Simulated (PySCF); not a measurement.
Vertical excitations of a molecule C4H6OSe from TDA-PBE/def2-SVPD run with PySCF 2.14.0, as energy in eV (oscillator strength): 4.24 (0.002), 4.37 (0.015), 4.61 (0.063), 4.73 (0.005), 5.10 (0.082), 5.22 (0.046), 5.47 (0.039), 5.77 (0.005), 5.89 (0.040), 6.03 (0.116). Lowest triplet (TDA): 3.91 eV. Geometry: B3LYP-D3(BJ)/def2-SVP. Other conformers were not sampled.

Q: Identify the compound among the candidates.
A. O=CC1([SeH])CC1
B. C=C=COC[SeH]
C. [SeH][C@@H]1CC=CO1
D. C=C[C@H]([SeH])C=O

A: B, C=C=COC[SeH]
